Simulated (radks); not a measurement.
Spherical jellium clusters: N electrons in a uniform positive sphere of charge N and radius rs N^(1/3), rs = 2.97 bohr. Method: non-relativistic Kohn-Sham, LDA (Slater exchange, Perdew-Wang correlation), spin-polarised, spherical densities; computed with a radial shooting solver with Libxc functionals. Levels are named by radial order and angular momentum (1s, 1p, 1d, 2s, ...), and open shells are averaged over m.

N = 37, configuration 1s2 1p6 1d10 2s2 1f14 2p(up 3, down 0). This is the lowest configuration that the search found. Occupied and some empty levels:

| level | occupation | eigenvalue (eV) | <r> (bohr) |
|---|---|---|---|
| 1s up | 1 | -7.9174 | 5.662 |
| 1s down | 1 | -7.6377 | 5.996 |
| 1p up | 3 | -6.8200 | 6.886 |
| 1p down | 3 | -6.6597 | 7.036 |
| 1d up | 5 | -5.5073 | 7.714 |
| 1d down | 5 | -5.4025 | 7.759 |
| 2s up | 1 | -5.0536 | 6.417 |
| 2s down | 1 | -4.7178 | 6.243 |
| 1f up | 7 | -4.0047 | 8.382 |
| 1f down | 7 | -3.9173 | 8.381 |
| 2p up | 3 | -3.3107 | 7.411 |
| 2p down | 0 | -2.9955 | 7.549 |
| 1g up | 0 | -2.3465 | 9.028 |
| 1g down | 0 | -2.2584 | 9.010 |
| 2d up | 0 | -1.6004 | 9.029 |
| 3s up | 0 | -1.4658 | 9.399 |
| 2d down | 0 | -1.3991 | 9.331 |
| 3s down | 0 | -1.2909 | 9.643 |

Energy (eV): total -61.0276, kinetic 110.54, external -4441.3, Hartree 2186.5, exchange-correlation -175.18, background 2258.5.

Electron density:

| r (bohr) | n(r) (e/bohr^3) |
|---|---|
| 1.12 | 0.009280 |
| 2.32 | 0.009431 |
| 3.53 | 0.009020 |
| 4.73 | 0.008724 |
| 5.93 | 0.009376 |
| 7.13 | 0.009853 |
| 8.34 | 0.008059 |
| 9.54 | 0.004398 |
| 10.7 | 0.001622 |
| 11.9 | 0.0004830 |
| 13.2 | 0.0001281 |
| 14.3 | 0.00003267 |
| 15.6 | 8.121e-06 |
